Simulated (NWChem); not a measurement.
System: CH3CdIO; SMILES C[O][Cd][I]

The following NWChem deck was run.

```
start job
memory heap 200 mb stack 900 mb global 1100 mb
geometry units angstroms noautoz
  Cd     0.468222     0.584186     0.001300
  I     -0.704473    -1.716010     0.000738
  O      1.497202     2.267337     0.004341
  C      0.934853     3.540188    -0.011430
  H      0.296326     3.761329     0.868718
  H      1.750448     4.287646    -0.001374
  H      0.326427     3.752202    -0.914874
end
basis spherical
  Cd library def2-svp
  I library def2-svp
  O library def2-svp
  C library def2-svp
  H library def2-svp
end
ecp
  Cd library def2-ecp
  I library def2-ecp
end
dft
  xc r2scan
  grid xcoarse
  iterations 150
  mulliken
end
task dft gradient
```

Output (shortened):

```
             Northwest Computational Chemistry Package (NWChem) 7.3.0
             --------------------------------------------------------

 C1  symmetry detected

                             Geometry "geometry" -> ""
                             -------------------------

 Output coordinates in angstroms (scale by  1.889725989 to convert to a.u.)

  No.       Tag          Charge          X              Y              Z
 ---- ---------------- ---------- -------------- -------------- --------------
    1 Cd                  48.0000     0.11809807     0.79621485    -0.00007331
    2 I                   53.0000    -0.04301480    -1.78063558     0.00002494
    3 O                    8.0000     0.39278665     2.74976353     0.00023717
    4 C                    6.0000    -0.62953197     3.69395598     0.00003210
    5 H                    1.0000    -1.29039852     3.64231403     0.88990236
    6 H                    1.0000    -0.17839812     4.70412973     0.00415806
    7 H                    1.0000    -1.28522763     3.64708522    -0.89395310

 Effective nuclear repulsion energy (a.u.)     825.2014720813

                                 NWChem DFT Module
                                 -----------------

 Summary of "ao basis" -> "ao basis" (spherical)
 ------------------------------------------------------------------------------
       Tag                 Description            Shells   Functions and Types
 ---------------- ------------------------------  ------  ---------------------
 Cd                         def2-svp                11       31   5s3p2d1f
 I                          def2-svp                10       26   4s4p2d
 O                          def2-svp                 6       14   3s2p1d
 C                          def2-svp                 6       14   3s2p1d
 H                          def2-svp                 3        5   2s1p

            General Information
            -------------------
          SCF calculation type: DFT
          Wavefunction type:  closed shell.
          No. of atoms     :     7
          No. of electrons :    62
           Alpha electrons :    31
            Beta electrons :    31
          Charge           :     0
          Spin multiplicity:     1
          Use of symmetry is: off; symmetry adaption is: off
          Maximum number of iterations: 150
          AO basis - number of functions:   100
                     number of shells:    42
          Convergence on energy requested:  1.00D-06
          Convergence on density requested:  1.00D-05
          Convergence on gradient requested:  5.00D-04

              XC Information
              --------------
                      r^2SCAN Method XC Functional
               r^2SCAN metaGGA Exchange Functional  1.000
                     r^2SCAN Correlation Potential  1.000

             Grid Information
             ----------------
          Grid used for XC integration:  xcoarse
          Radial quadrature: Mura-Knowles
          Angular quadrature: Lebedev.
          Tag              B.-S. Rad. Rad. Pts. Rad. Cut. Ang. Pts.
          ---              ---------- --------- --------- ---------
          Cd                  1.55       84          10.0       194
          I                   1.40       84          14.0       194
          O                   0.60       21          11.0       194
          C                   0.70       21          13.0       194
          H                   0.35       21          14.0       194
          Grid pruning is: on
          Number of quadrature shells:   273
          Spatial weights used:  Erf1

      Superposition of Atomic Density Guess
      -------------------------------------

 Sum of atomic energies:        -652.91460732

      Non-variational initial energy
      ------------------------------

 Total energy =    -578.349917
 1-e energy   =   -1476.229111
 2-e energy   =     643.898957
 HOMO         =      -0.349415
 LUMO         =      -0.073578

     ---------------------------------------------
      Total Density - Mulliken Population Analysis
     ---------------------------------------------

    Atom       Charge   Shell Charges
 -----------   ------   -------------------------------------------------------
    1 Cd  20    18.88  -0.37  1.62  0.75  0.50  0.21  5.95  0.17  0.07  9.12  0.87  0.00
    2 I   25    25.41   1.83  0.22  1.23  0.67  2.92  3.13  2.64  2.76  9.83  0.18
    3 O    8     9.00   1.99  1.11  0.73  3.08  2.08  0.01
    4 C    6     5.89   1.99  0.92  0.22  1.86  0.85  0.05
    5 H    1     0.94   0.69  0.22  0.02
    6 H    1     0.94   0.70  0.22  0.02
    7 H    1     0.94   0.69  0.22  0.02

   convergence    iter        energy       DeltaE   RMS-Dens  Diis-err
 ---------------- ----- ----------------- --------- --------- ---------
 d= 0,ls=0.0,diis     1   -580.5309256233 -8.35D+02  3.05D-02  6.88D-01
 d= 0,ls=0.0,diis     2   -579.5168830204  1.01D+00  2.39D-02  9.03D+00
 d= 0,ls=0.0,diis     3   -580.6097447257 -1.09D+00  5.87D-03  8.44D-02
 d= 0,ls=0.0,diis     4   -580.6144630777 -4.72D-03  2.71D-03  6.52D-02
 d= 0,ls=0.0,diis     5   -580.6255949621 -1.11D-02  3.28D-04  1.39D-03
  Resetting Diis
 d= 0,ls=0.0,diis     6   -580.6257372097 -1.42D-04  9.88D-05  9.80D-05
 d= 0,ls=0.0,diis     7   -580.6257488602 -1.17D-05  5.44D-05  5.90D-06
 d= 0,ls=0.0,diis     8   -580.6257480876  7.73D-07  3.56D-05  1.02D-05
 d= 0,ls=0.0,diis     9   -580.6257497507 -1.66D-06  4.84D-06  3.05D-07
 d= 0,ls=0.0,diis    10   -580.6257497812 -3.05D-08  8.06D-07  7.54D-09

         Total DFT energy =     -580.625749781153
      One electron energy =    -1478.069857529307
           Coulomb energy =      696.415780848628
    Exchange-Corr. energy =      -52.951909931157
 Nuclear repulsion energy =      253.980236830684

 Numeric. integr. density =       61.999137754579

                       DFT Final Molecular Orbital Analysis
                       ------------------------------------

 Vector   29  Occ=2.000000D+00  E=-2.521673D-01
              MO Center= -5.1D-02, -1.3D+00,  8.2D-05, r^2= 3.6D+00
   Bfn.  Coefficient  Atom+Function         Bfn.  Coefficient  Atom+Function
  ----- ------------  ---------------      ----- ------------  ---------------
    42      0.575642  2 I  px                45      0.512120  2 I  px
    39     -0.234258  2 I  px                36     -0.189302  2 I  px
    15      0.095767  1 Cd d -2              62      0.087310  3 O  py
    61      0.086682  3 O  px                 4     -0.075457  1 Cd s
    64      0.074566  3 O  px                91     -0.072333  6 H  s

 Vector   30  Occ=2.000000D+00  E=-2.394046D-01
              MO Center=  1.2D-01,  2.4D+00,  1.1D-03, r^2= 4.3D+00
   Bfn.  Coefficient  Atom+Function         Bfn.  Coefficient  Atom+Function
  ----- ------------  ---------------      ----- ------------  ---------------
    61      0.393708  3 O  px                64      0.302390  3 O  px
    62      0.290009  3 O  py                 4     -0.277468  1 Cd s
    91     -0.225803  6 H  s                 65      0.221281  3 O  py
    75     -0.163616  4 C  px                46      0.158180  2 I  py
    42     -0.155555  2 I  px                43      0.152692  2 I  py

 Vector   31  Occ=2.000000D+00  E=-2.216925D-01
              MO Center=  3.9D-02,  2.6D+00, -7.8D-04, r^2= 2.7D+00
   Bfn.  Coefficient  Atom+Function         Bfn.  Coefficient  Atom+Function
  ----- ------------  ---------------      ----- ------------  ---------------
    63      0.555086  3 O  pz                66      0.432965  3 O  pz
    86     -0.199607  5 H  s                 96      0.200552  7 H  s
    87     -0.160514  5 H  s                 97      0.161089  7 H  s
    77     -0.157971  4 C  pz                16     -0.153289  1 Cd d -1
    47     -0.147363  2 I  pz                44     -0.141504  2 I  pz

 Vector   32  Occ=0.000000D+00  E=-9.289971D-02
              MO Center= -1.4D-02,  4.3D-01, -2.9D-06, r^2= 5.3D+00
   Bfn.  Coefficient  Atom+Function         Bfn.  Coefficient  Atom+Function
  ----- ------------  ---------------      ----- ------------  ---------------
     4      0.613754  1 Cd s                  5      0.606817  1 Cd s
    46     -0.458533  2 I  py                 2     -0.334607  1 Cd s
    43     -0.329320  2 I  py                60     -0.258851  3 O  s
    62      0.237655  3 O  py                19     -0.233231  1 Cd d  2
    34     -0.217760  2 I  s                 35     -0.204736  2 I  s

 Vector   33  Occ=0.000000D+00  E=-3.086155D-02
              MO Center=  1.7D-01,  6.8D-01, -8.2D-05, r^2= 5.6D+00
   Bfn.  Coefficient  Atom+Function         Bfn.  Coefficient  Atom+Function
  ----- ------------  ---------------      ----- ------------  ---------------
    12      0.810858  1 Cd px                 9      0.365857  1 Cd px
     6     -0.266453  1 Cd px                45     -0.258147  2 I  px
    13     -0.194966  1 Cd py                74      0.176406  4 C  s
    42     -0.165387  2 I  px                 4      0.126733  1 Cd s
    73      0.107585  4 C  s                 92     -0.092312  6 H  s

 Vector   34  Occ=0.000000D+00  E=-2.722507D-02
              MO Center=  8.0D-02,  7.6D-01, -1.3D-04, r^2= 5.7D+00
   Bfn.  Coefficient  Atom+Function         Bfn.  Coefficient  Atom+Function
  ----- ------------  ---------------      ----- ------------  ---------------
    14      0.813526  1 Cd pz                11      0.360744  1 Cd pz
     8     -0.262038  1 Cd pz                47     -0.249053  2 I  pz
    44     -0.161755  2 I  pz                63     -0.154284  3 O  pz
    66     -0.132712  3 O  pz                80     -0.119632  4 C  pz
    87      0.095807  5 H  s                 97     -0.095620  7 H  s

     ---------------------------------------------
      Total Density - Mulliken Population Analysis
     ---------------------------------------------

    Atom       Charge   Shell Charges
 -----------   ------   -------------------------------------------------------
    1 Cd  20    19.39  -0.38  1.70  0.69  0.80  0.10  5.98  0.32  0.18  9.04  0.97  0.00
    2 I   25    25.25   1.83  0.22  1.32  0.58  2.93  3.12  2.61  2.61  9.79  0.23
    3 O    8     8.57   1.99  1.08  0.77  2.82  1.91  0.01
    4 C    6     5.84   1.99  0.90  0.14  2.03  0.73  0.06
    5 H    1     0.99   0.76  0.21  0.02
    6 H    1     0.97   0.75  0.20  0.02
    7 H    1     0.99   0.76  0.21  0.02

     -------------------------------------------
      Total Density - Lowdin Population Analysis
     -------------------------------------------

    Atom       Charge   Shell Charges
 -----------   ------   -------------------------------------------------------
    1 Cd  20    19.70   0.01  1.02  0.93  0.60  0.29  5.64  0.69  0.41  8.67  1.43  0.00
    2 I   25    25.05   1.25  0.73  1.04  0.78  2.77  3.19  2.52  2.74  9.47  0.55
    3 O    8     8.33   1.97  0.93  0.63  2.70  2.07  0.02
    4 C    6     5.95   1.96  0.58  0.31  1.81  1.16  0.14
    5 H    1     1.00   0.66  0.27  0.07
    6 H    1     0.98   0.65  0.27  0.06
    7 H    1     1.00   0.66  0.27  0.07

     Multipole analysis of the density
     ---------------------------------

     L   x y z        total         alpha         beta         nuclear
     -   - - -        -----         -----         ----         -------
     0   0 0 0      0.000000    -31.000000    -31.000000     62.000000

     1   1 0 0     -0.361799      1.805516      1.805516     -3.972831
     1   0 1 0      0.359580    -25.864206    -25.864206     52.087992
     1   0 0 1     -0.000066     -0.001313     -0.001313      0.002560

     2   2 0 0    -44.105034    -35.062044    -35.062044     26.019053
     2   1 1 0     -2.858564     19.538803     19.538803    -41.936171
     2   1 0 1     -0.000387     -0.000706     -0.000706      0.001024
     2   0 2 0    -47.662907   -529.143692   -529.143692   1010.624478
     2   0 1 1      0.000426     -0.007272     -0.007272      0.014969
     2   0 0 2    -44.038779    -24.860343    -24.860343      5.681907

            General Information
            -------------------
          SCF calculation type: DFT
          Wavefunction type:  closed shell.
          No. of atoms     :     7
          No. of electrons :    62
           Alpha electrons :    31
            Beta electrons :    31
          Charge           :     0
          Spin multiplicity:     1
          Use of symmetry is: off; symmetry adaption is: off
          Maximum number of iterations: 150
          AO basis - number of functions:   100
                     number of shells:    42
          Convergence on energy requested:  1.00D-06
          Convergence on density requested:  1.00D-05
          Convergence on gradient requested:  5.00D-04

              XC Information
              --------------
                      r^2SCAN Method XC Functional
               r^2SCAN metaGGA Exchange Functional  1.000
                     r^2SCAN Correlation Potential  1.000

             Grid Information
             ----------------
          Grid used for XC integration:  xcoarse
          Radial quadrature: Mura-Knowles
          Angular quadrature: Lebedev.
          Tag              B.-S. Rad. Rad. Pts. Rad. Cut. Ang. Pts.
          ---              ---------- --------- --------- ---------
          Cd                  1.55       84          10.0       194
          I                   1.40       84          14.0       194
          O                   0.60       21          11.0       194
          C                   0.70       21          13.0       194
          H                   0.35       21          14.0       194
          Grid pruning is: on
          Number of quadrature shells:   273
          Spatial weights used:  Erf1

          Convergence Information
          -----------------------
          Convergence aids based upon iterative change in
          total energy or number of iterations.
          Levelshifting, if invoked, occurs when the
          HOMO/LUMO gap drops below (HL_TOL):  1.00D-02
          DIIS, if invoked, will attempt to extrapolate
          using up to (NFOCK): 10 stored Fock matrices.

                    Damping( 0%)  Levelshifting(0.5)       DIIS
                  --------------- ------------------- ---------------
          dE  on:    start            ASAP                start
          dE off:    2 iters        150 iters           150 iters

                            NWChem DFT Gradient Module
                            --------------------------

  charge          =   0.00
  wavefunction    = closed shell

                         DFT ENERGY GRADIENTS

    atom               coordinates                        gradient
                 x          y          z           x          y          z
   1 Cd      0.223173   1.504628  -0.000139   -0.000416  -0.009248   0.000005
   2 I      -0.081286  -3.364913   0.000047   -0.000151   0.000247   0.000000
   3 O       0.742259   5.196300   0.000448   -0.001351   0.009378  -0.000014
   4 C      -1.189643   6.980565   0.000061    0.002857  -0.001168   0.000004
   5 H      -2.438500   6.882975   1.681672   -0.000499  -0.000203   0.000747
   6 H      -0.337124   8.889516   0.007858    0.000055   0.001198   0.000014
   7 H      -2.428728   6.891992  -1.689326   -0.000495  -0.000205  -0.000757
```

Level: r2SCAN/def2-SVP with def2 effective core potentials on Cd, I. Geometry: optimised at PBE0/def2-SVP. def2 effective core potentials on Cd, I; no spin-orbit coupling.
